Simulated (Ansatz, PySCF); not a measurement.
Gas-phase reaction (SMILES): CO (CH4O) -> [CH2]O + H atom; the C-H bond at the site shown breaks (other sites are not compared here).

Structures are relaxed separately at B3LYP-D3(BJ)/def2-TZVP in Ansatz (a first-principles code), one conformer each, not searched for the lowest. Cores are frozen in the correlated levels unless marked. Open shells are spin-unrestricted. No spin-orbit coupling. Non-relativistic. CBS(X,Y): correlation extrapolated as X^-3; Hartree-Fock from the larger set. Thermal terms are rigid-rotor harmonic-oscillator values from B3LYP-D3(BJ) frequencies (PySCF) at 298.15 K and 1 atm. 1 Eh = 627.5095 kcal/mol. Atoms have translation alone. Electronic entropy comes from spin alone.

```tsv
species	E, CCSD(T)/CBS(cc-pVTZ,cc-pVQZ) (Ansatz) (Eh)	E, wB97X-V/def2-TZVPD (Ansatz) (Eh)	H - E (Eh)	G - E (Eh)
CO (CH4O)	-115.60979	-115.73216	0.05533	0.02827
[CH2]O	-114.94449	-115.06935	0.04142	0.01410
H atom	-0.49995	-0.50049	0.00236	-0.01065
```

Task: Work out ΔE and ΔH, ΔG, ΔS and the equilibrium constant at 298.15 K at the first level, then ΔH at the second.

Result: 
1. ΔE = [(-114.94449) + (-0.49995)] - [(-115.60979)] = 0.16535 Eh = 103.8 kcal/mol at CCSD(T)/CBS(cc-pVTZ,cc-pVQZ).
2. The terms H - E add up to -0.01155 Eh, so ΔH = (0.16535 + (-0.01155))×627.5095 = 96.5 kcal/mol.
3. The terms G - E add up to -0.02482 Eh, so ΔG = 88.2 kcal/mol, and ΔS = (-0.01155 - (-0.02482))×627509.5/298.15 = 27.9 cal/(mol K).
4. log10 K = -ΔG/(RT ln 10) = -64.7, with RT ln 10 = 1.3642 kcal/mol.
5. With ΔH and ΔS taken as constant, ΔG changes sign near ΔH/ΔS = 3460 K, a rough figure that leaves out heat capacities.
6. At wB97X-V/def2-TZVPD the same steps give ΔE = 101.9 and ΔH = 94.6 kcal/mol, a shift of -1.9 from the first level.
7. Tabulated enthalpies of formation (CO (CH4O) -48.0 kcal/mol, ATcT 1.112; [CH2]O -3.8 kcal/mol, ATcT 1.112; H atom 52.1 kcal/mol, ATcT 1.112) give ΔH = 96.3, so the errors are +0.2 and -1.7 kcal/mol; the tables hold anharmonic motion, scalar relativity, spin-orbit effects, and any other conformers, which both levels lack, and core correlation, which the frozen-core level lacks.
